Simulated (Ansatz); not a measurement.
Li₂Al₅. The state is a doublet with charge 0. Geometry relaxed at PBE-D4/def2-SVP.

```tsv
atom	x (Å)	y (Å)	z (Å)
Li1	0.365	2.932	0.145
Li2	-1.996	-1.859	1.145
Al3	-0.640	-1.536	-1.166
Al4	0.576	0.963	-1.697
Al5	1.985	0.572	0.392
Al6	0.853	-1.694	0.898
Al7	-1.145	0.622	0.282
```

The structure comes from a short search, and lower isomers may exist.

(1) Estimate the harmonic wavenumbers at UKS PBE-D4/def2-SVP (Ansatz, unscaled). Is this a minimum?

## Answers

(1) 36, 95, 104, 141, 152, 165, 186, 213, 247, 280, 281, 298, 317, 349, 360 cm⁻¹. Yes, no mode is imaginary beyond noise. Zero-point energy 19.3 kJ/mol. Hardware: 4 threads of Arm Neoverse N1 on a shared host. Wall time 2.3 min.
